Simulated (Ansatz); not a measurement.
C$_{3}$H$_{8}$BNSi (`BC(C)([SiH3])C#N`), charge 0, multiplicity 1.

**Question.** Give a relaxed structure at PBE0-D4/def2-TZVP (the Gaussian-basis code of Ansatz). (An estimate is asked.)

**Answer.** The calculation gave: 
```xyz
14

B    -1.501    0.229    0.632
C    -0.101   -0.308    0.271
C     1.095    0.192    1.098
Si    0.056    0.501   -1.494
C    -0.043   -1.728    0.011
N     0.021   -2.859   -0.203
H    -2.484   -0.369    0.317
H    -1.580    1.304    1.150
H     1.085   -0.268    2.088
H     1.033    1.274    1.227
H     2.048   -0.053    0.625
H     0.031    1.976   -1.336
H    -1.036    0.050   -2.386
H     1.376    0.059   -2.000
```
This is one stationary point; other conformers may exist.
